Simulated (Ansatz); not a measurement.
## Molecular dynamics of C2H9BOSi

Input:

```yaml
crystal:
  periodic: [false, false, false]
  atoms:
    - { symbol: C, position_ang: [-1.833909, 0.041534, -0.360799] }
    - { symbol: B, position_ang: [-0.309385, -0.151238, -0.028756] }
    - { symbol: C, position_ang: [0.187785, -1.549194, 0.493274] }
    - { symbol: Si, position_ang: [0.942963, 1.362232, -0.253549] }
    - { symbol: O, position_ang: [2.615381, 0.944797, -0.239105] }
    - { symbol: H, position_ang: [-2.198335, 1.068523, -0.239427] }
    - { symbol: H, position_ang: [-2.490465, -0.63797, 0.196444] }
    - { symbol: H, position_ang: [-1.960248, -0.208595, -1.42798] }
    - { symbol: H, position_ang: [1.227062, -1.782518, 0.231191] }
    - { symbol: H, position_ang: [-0.452251, -2.383461, 0.181994] }
    - { symbol: H, position_ang: [0.143087, -1.517458, 1.595161] }
    - { symbol: H, position_ang: [0.744599, 2.023345, -1.524092] }
    - { symbol: H, position_ang: [0.655563, 2.345238, 0.780823] }
    - { symbol: H, position_ang: [2.715154, 0.415565, 0.623721] }
magnetization:
  spin_polarized: true
basis:
  gaussian: { orbitals: STO-3G }
hamiltonian:
  xc: pbe0
  dispersion: d4
md:
  timestep: 0.5
  n_steps: 73
  ensemble: nvt_langevin
  temperature: 200.0
  initial_velocities: maxwell_boltzmann
  seed: 954668
  friction: 0.02
  temperature_schedule:
    - { n_steps: 18, end_temperature: 200.0 }
    - { n_steps: 54, end_temperature: 10.0 }
```

Launched with:

```bash
$ ansatz run input.yaml --threads 1 --pin off --max-ram 2048MiB --backend cpu --events-out ev --progress --plain --runs-dir out
```

It starts from a relaxed structure.

Output, in part (step lines, the closing report, with atoms numbered from 0):

```
md step     0: t =     0.00 fs  T =   185.7 K (target 200.0 K)  F+E_penalty+E_count = -12659.76837021 eV  E_kin = 0.336076 eV  (23 SCF iters)
[... lines left out ...]
Total energy: -12659.59209682 eV, -465.2314285785 hartree
Atom 0 at    -1.842542    -0.008633    -0.076023 Å, force     0.266309    -1.103104     0.113502 eV/Å
Atom 1 at    -0.271680    -0.157309     0.008230 Å, force    -0.032887    -0.516211     0.874217 eV/Å
Atom 2 at     0.244828    -1.524839     0.620770 Å, force    -0.950931     1.204089    -0.157511 eV/Å
Atom 3 at     0.943215     1.377378    -0.245058 Å, force     0.688467     0.230273     0.124669 eV/Å
Atom 4 at     2.657900     1.067545    -0.344632 Å, force    -0.747148     0.685579    -1.044320 eV/Å
Atom 5 at    -2.141656     1.017353     0.068059 Å, force    -0.577180     0.650217    -0.155364 eV/Å
Atom 6 at    -2.418490    -0.666300     0.622785 Å, force     0.639595     0.522448    -0.444125 eV/Å
Atom 7 at    -2.117919    -0.345935    -1.089824 Å, force    -0.200763     0.333966    -0.032085 eV/Å
Atom 8 at     1.309573    -1.661241     0.600345 Å, force     0.885773    -0.273998     0.114695 eV/Å
Atom 9 at    -0.252278    -2.364765     0.143144 Å, force    -0.146041    -0.476200     0.026439 eV/Å
Atom 10 at    -0.113595    -1.461334     1.666849 Å, force     0.273884    -0.385193    -0.151554 eV/Å
Atom 11 at     0.636673     2.155063    -1.433657 Å, force     0.088158    -0.119204     0.143604 eV/Å
Atom 12 at     0.725222     2.257585     0.908877 Å, force    -0.098570    -0.163316    -0.230891 eV/Å
Atom 13 at     2.875079     0.460720     0.418166 Å, force    -0.088664    -0.589346     0.818724 eV/Å
Dipole moment:    -0.239053    -0.241904     0.167172 e Å
```

The steps, from the saved trajectory:

| time (fs) | T (K) | potential energy less start (eV) |
| --- | --- | --- |
| 0.0 | 186 | 0.000 |
| 1.0 | 154 | 0.034 |
| 2.0 | 118 | 0.096 |
| 3.0 | 110 | 0.120 |
| 4.0 | 128 | 0.107 |
| 5.0 | 130 | 0.121 |
| 6.0 | 99 | 0.161 |
| 7.0 | 112 | 0.166 |
| 8.0 | 123 | 0.127 |
| 9.0 | 142 | 0.087 |
| 10.0 | 144 | 0.085 |
| 11.0 | 123 | 0.115 |
| 12.0 | 119 | 0.142 |
| 13.0 | 122 | 0.154 |
| 14.0 | 131 | 0.150 |
| 15.0 | 142 | 0.149 |
| 16.0 | 142 | 0.156 |
| 17.0 | 155 | 0.146 |
| 18.0 | 171 | 0.131 |
| 19.0 | 169 | 0.130 |
| 20.0 | 151 | 0.155 |
| 21.0 | 144 | 0.184 |
| 22.0 | 125 | 0.214 |
| 23.0 | 119 | 0.232 |
| 24.0 | 124 | 0.220 |
| 25.0 | 124 | 0.203 |
| 26.0 | 121 | 0.205 |
| 27.0 | 130 | 0.201 |
| 28.0 | 150 | 0.166 |
| 29.0 | 154 | 0.128 |
| 30.0 | 138 | 0.125 |
| 31.0 | 115 | 0.155 |
| 32.0 | 105 | 0.176 |
| 33.0 | 100 | 0.166 |
| 34.0 | 101 | 0.154 |
| 35.0 | 91 | 0.165 |
| 36.0 | 79 | 0.179 |

All steps were run. The schedule's set-point averaged 70 K over the second half and the system 125 K, so it lags behind the ramp. A run of 0.036 ps of so small a system gives no equilibrium averages. Limits of this set-up: minimal basis.

The same pairs are bonded in the first frame and the last. Pairs count as bonded within 1.25 times the sum of covalent radii (0.12 Å more for H–H).

Last frame:

```xyz
14
Properties=species:S:1:pos:R:3
C -1.843 -0.009 -0.076
B -0.272 -0.157 0.008
C 0.245 -1.525 0.621
Si 0.943 1.377 -0.245
O 2.658 1.067 -0.345
H -2.142 1.017 0.068
H -2.418 -0.666 0.623
H -2.118 -0.346 -1.090
H 1.310 -1.661 0.600
H -0.252 -2.365 0.143
H -0.114 -1.461 1.667
H 0.637 2.155 -1.434
H 0.725 2.258 0.909
H 2.875 0.461 0.418
```

The run took 6.3 min on 1 thread of Intel(R) Xeon(R) Platinum 8259CL CPU @ 2.50GHz (Skylake/Cascade Lake), on a shared host, peak memory 0.17 GiB.
